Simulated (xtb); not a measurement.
hexachlorodisilane (Cl6Si2), singlet, from a rough starting geometry; GFN2-xTB (xtb 6.7.1).

Here is a job for xtb.
```
$ xtb mol.xyz --gfn 2 --opt vtight --json

# file mol.xyz
8

Cl     2.06560398    -0.49848425    -1.50758041
Si     1.13664266    -0.13002666     0.17152946
Cl     1.91749972     1.57774866     0.96291768
Cl     1.50483880    -1.62198676     1.37810395
Si    -1.22136171     0.10453166    -0.22126531
Cl    -1.52321609     1.66852143    -1.46079283
Cl    -1.93813261    -1.55051437    -1.01483988
Cl    -2.07981950     0.43183793     1.56800911
```

The log (banner, timings and long lists left out):

```
   ID    Z sym.   atoms
    1   17 Cl     1, 3, 4, 6-8
    2   14 Si     2, 5

           -------------------------------------------------
          |                Calculation Setup                |
           -------------------------------------------------

           -------------------------------------------------
          |                 G F N 2 - x T B                 |
           -------------------------------------------------

          ...................................................
          :                      SETUP                      :
          :.................................................:
          :  # basis functions                  80          :
          :  # atomic orbitals                  72          :
          :  # shells                           24          :
          :  # electrons                        50          :
          :  max. iterations                   250          :
          :  Hamiltonian                  GFN2-xTB          :
          :  restarted?                      false          :
          :  GBSA solvation                  false          :
          :  PC potential                    false          :
          :  electronic temp.          300.0000000     K    :
          :  accuracy                    1.0000000          :
          :  -> integral cutoff          0.2500000E+02      :
          :  -> integral neglect         0.1000000E-07      :
          :  -> SCF convergence          0.1000000E-05 Eh   :
          :  -> wf. convergence          0.1000000E-03 e    :
          :  Broyden damping             0.4000000          :
          :  net charge                          0          :
          :  unpaired electrons                  0          :
          ...................................................

 iter      E             dE          RMSdq      gap      omega  full diag
   1    -30.9126856 -0.309127E+02  0.721E+00    5.47       0.0  T
   2    -31.0209982 -0.108313E+00  0.507E+00    4.74       1.0  T
   3    -31.0589033 -0.379051E-01  0.235E+00    5.08       1.0  T
   4    -31.0503860  0.851728E-02  0.202E+00    4.87       1.0  T
   5    -31.0638160 -0.134300E-01  0.572E-01    4.99       1.0  T
   6    -31.0638502 -0.341628E-04  0.178E-01    5.02       1.0  T
   7    -31.0640437 -0.193585E-03  0.103E-01    5.01       1.0  T
   8    -31.0640337  0.100548E-04  0.114E-01    5.02       1.0  T
   9    -31.0640065  0.271625E-04  0.132E-01    5.00       1.0  T
  10    -31.0639981  0.842323E-05  0.140E-01    5.00       1.0  T
  11    -31.0640809 -0.828199E-04  0.387E-02    5.01       1.0  T
  12    -31.0640860 -0.505742E-05  0.153E-02    5.01       2.3  T
  13    -31.0640868 -0.805725E-06  0.758E-03    5.01       4.7  T
  14    -31.0640870 -0.238463E-06  0.290E-03    5.01      12.2  T
  15    -31.0640870  0.625749E-07  0.428E-03    5.01       8.3  T
  16    -31.0640870 -0.893462E-07  0.474E-04    5.01      74.5  T
  17    -31.0640871 -0.621480E-09  0.171E-04    5.01     207.3  T

   *** convergence criteria satisfied after 17 iterations ***

         :::::::::::::::::::::::::::::::::::::::::::::::::::::
         ::                     SUMMARY                     ::
         :::::::::::::::::::::::::::::::::::::::::::::::::::::
         :: total energy             -31.007723946902 Eh    ::
         :: gradient norm              0.053813767237 Eh/a0 ::
         :: HOMO-LUMO gap              5.013735280341 eV    ::
         ::.................................................::
         :: SCC energy               -31.064039374736 Eh    ::
         :: -> isotropic ES            0.045040243829 Eh    ::
         :: -> anisotropic ES          0.001157909360 Eh    ::
         :: -> anisotropic XC         -0.000925425439 Eh    ::
         :: -> dispersion             -0.015392794669 Eh    ::
         :: repulsion energy           0.056315427835 Eh    ::
         :: add. restraining           0.000000000000 Eh    ::
[...]
 * total energy  :   -31.0077239 Eh     change       -0.9592682E-10 Eh
 * total energy  :   -31.0112137 Eh     change       -0.3489741E-02 Eh
 * total energy  :   -31.0119477 Eh     change       -0.7339635E-03 Eh
 * total energy  :   -31.0121784 Eh     change       -0.2307887E-03 Eh
 * total energy  :   -31.0121325 Eh     change        0.4590377E-04 Eh
 * total energy  :   -31.0122081 Eh     change       -0.7558174E-04 Eh
 * total energy  :   -31.0121963 Eh     change        0.1181776E-04 Eh
 * total energy  :   -31.0122163 Eh     change       -0.2001926E-04 Eh
 * total energy  :   -31.0122167 Eh     change       -0.3760490E-06 Eh
 * total energy  :   -31.0122194 Eh     change       -0.2670082E-05 Eh
 * total energy  :   -31.0122193 Eh     change        0.1793214E-07 Eh
 * total energy  :   -31.0122194 Eh     change       -0.7670444E-07 Eh
   *** GEOMETRY OPTIMIZATION CONVERGED AFTER 12 ITERATIONS ***
         :: total energy             -31.012219425077 Eh    ::
[...]
        21        2.0000           -0.4582879             -12.4706
        22        2.0000           -0.4582819             -12.4705
        23        2.0000           -0.4562328             -12.4147
        24        2.0000           -0.4559195             -12.4062
        25        2.0000           -0.4221174             -11.4864 (HOMO)
        26                         -0.2418025              -6.5798 (LUMO)
        27                         -0.2417950              -6.5796
        28                         -0.1921264              -5.2280
        29                         -0.1823545              -4.9621
        30                         -0.1768445              -4.8122
        31                         -0.1768120              -4.8113
        32                         -0.1308769              -3.5613
        33                         -0.0620720              -1.6891
        34                         -0.0620528              -1.6885
        35                         -0.0365207              -0.9938
        36                         -0.0365137              -0.9936
       ...                                ...                  ...
        72                          0.7942911              21.6138
      -------------------------------------------------------------
                  HL-Gap            0.1803149 Eh            4.9066 eV
             Fermi-level           -0.3319599 Eh           -9.0331 eV

     #   Z          covCN         q      C6AA      α(0)
     1  17 Cl       0.815    -0.165   104.240    15.619
     2  14 Si       3.346     0.496   112.992    21.242
     3  17 Cl       0.815    -0.165   104.240    15.619
     4  17 Cl       0.815    -0.166   104.242    15.619
     5  14 Si       3.346     0.496   112.992    21.242
     6  17 Cl       0.815    -0.166   104.241    15.619
     7  17 Cl       0.815    -0.165   104.238    15.619
     8  17 Cl       0.815    -0.165   104.240    15.619

 Mol. C6AA /au·bohr⁶  :       6724.361228
 Mol. C8AA /au·bohr⁸  :     326553.191322
 Mol. α(0) /au        :        136.195752

Wiberg/Mayer (AO) data.
largest (>0.10) Wiberg bond orders for each atom

 ---------------------------------------------------------------------------
     #   Z sym  total        # sym  WBO       # sym  WBO       # sym  WBO
 ---------------------------------------------------------------------------
     1  17 Cl   1.312 --     2 Si   1.167
     2  14 Si   4.282 --     3 Cl   1.167     1 Cl   1.167     4 Cl   1.167
                             5 Si   0.683
     3  17 Cl   1.312 --     2 Si   1.167
     4  17 Cl   1.312 --     2 Si   1.167
     5  14 Si   4.282 --     7 Cl   1.167     8 Cl   1.167     6 Cl   1.167
                             2 Si   0.683
     6  17 Cl   1.312 --     5 Si   1.167
     7  17 Cl   1.312 --     5 Si   1.167
     8  17 Cl   1.312 --     5 Si   1.167
 ---------------------------------------------------------------------------

Topologies differ in total number of bonds
Writing topology from bond orders to xtbtopo.mol

molecular dipole:
                 x           y           z       tot (Debye)
 q only:       -0.000      -0.000      -0.000
   full:       -0.000      -0.000      -0.000       0.001
molecular quadrupole (traceless):
                xx          xy          yy          xz          yz          zz
 q only:       -1.310       0.208       0.669      -0.310       0.033       0.642
  q+dip:        0.751      -0.114      -0.383       0.176      -0.016      -0.368
   full:        1.198      -0.184      -0.612       0.282      -0.027      -0.587

optimized geometry written to: xtbopt.xyz

           -------------------------------------------------
          | TOTAL ENERGY              -31.012219425077 Eh   |
          | GRADIENT NORM               0.000038268283 Eh/α |
          | HOMO-LUMO GAP               4.906618634226 eV   |
           -------------------------------------------------

normal termination of xtb
```
